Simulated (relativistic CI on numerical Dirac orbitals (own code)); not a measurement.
**Sn14+: q coefficients and field-shift factors**

Computed by Dirac-Coulomb-Breit CI, orbitals from a KLI potential per configuration, derivatives by finite differences, unscaled Slater integrals, QED left out (own radial code, finite nucleus).

Configuration list (outside the closed core [Ar] 3d10): 4s²4p⁶, 4s²4p⁵4d, 4s4p⁶4d, 4s²4p⁵4f, 4s4p⁶4f, 4p⁶4d², 4p⁵4d³, 4p⁵4d²4f. Double excitations out of closed p, d and f shells are left out; levels of such configurations are missing from the list, as are those of other unlisted configurations, and high levels can miss mixing partners.

With x = (α/α₀)² − 1 an excitation energy changes as ω = ω₀ + qx; K = 2q/ω₀ is the relative enhancement. Terms are leading LS components, so labels can repeat. The field-shift factor is F = δν/δ⟨r²⟩ for the transition from the lowest level.

Lowest level 4s²4p⁶ ¹S0.

```csv
Level,ω₀ (cm⁻¹),q (cm⁻¹),K,F (GHz/fm²)
4s²4p⁵4d ³P°0,528700,6365,0.0241,1.66
4s²4p⁵4d ³P°1,537987,11710,0.0435,1.63
4s²4p⁵4d ³P°2,556226,19900,0.0715,1.61
4s²4p⁵4d ³F°3,557218,10170,0.0365,1.46
4s²4p⁵4d ³F°4,557447,20100,0.0721,1.58
4s²4p⁵4d ³F°2,570903,17770,0.0622,1.54
4s²4p⁵4d ³D°3,593232,19500,0.0657,1.9
4s²4p⁵4d ³D°1,619528,47840,0.154,0.871
4s²4p⁵4d ³F°2,631724,84520,0.268,-0.457
4s²4p⁵4d ³D°2,650839,96290,0.296,-0.137
4s²4p⁵4d ¹F°3,658085,99440,0.302,-0.317
4s²4p⁵4d ¹P°1,779324,56320,0.145,1.06
4s4p⁶4d ³D1,1014955,103000,0.203,-95.4
4s4p⁶4d ³D2,1020725,108700,0.213,-96.1
4s4p⁶4d ³D3,1030909,120000,0.233,-97
4s4p⁶4d ¹D2,1092390,121700,0.223,-106
4s²4p⁵4f ³G5,1226626,15210,0.0248,4.95
4s²4p⁵4f ³G4,1234256,16050,0.026,4.9
4s²4p⁵4f ³D1,1236407,24080,0.039,-5.91
4s²4p⁵4f ³D2,1241471,24500,0.0395,-4.42
4s²4p⁵4f ³G3,1246587,18270,0.0293,4.51
4s²4p⁵4f ³D3,1247719,23090,0.037,-1.36
4s²4p⁵4f ³F4,1254436,15690,0.025,5.01
```

At this charge energies of transitions that change n are usually good to better than 1 %, and those within a shell (Δn = 0) to a few per cent.
